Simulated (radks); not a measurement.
Q: The mean radii <r> (bohr) of the occupied orbitals of an atom or ion are listed with their occupations. Method: non-relativistic Kohn-Sham, PBEsol, spin-polarised, spherical densities, point nucleus; computed with a radial shooting solver on a logarithmic mesh with Libxc functionals.

| orbital | occ. | <r> |
|---|---|---|
| 1s up | 1 | 0.2005 |
| 1s down | 1 | 0.1996 |
| 2s up | 1 | 1.076 |
| 2s down | 1 | 1.116 |
| 2p up | 3 | 1.085 |

Name the element and its charge. Open shells, if any, are filled with parallel spins first.

A: Z = 8, oxygen, charge +1: O+ in [He] 2s2 2p3. The 1s radius gives Z: for a bare nucleus <r> = 1.5/Z, 0.1875 bohr for Z = 8, and screening makes it slightly larger (0.2005 here). The occupations add up to 7, and the charge is Z minus that.
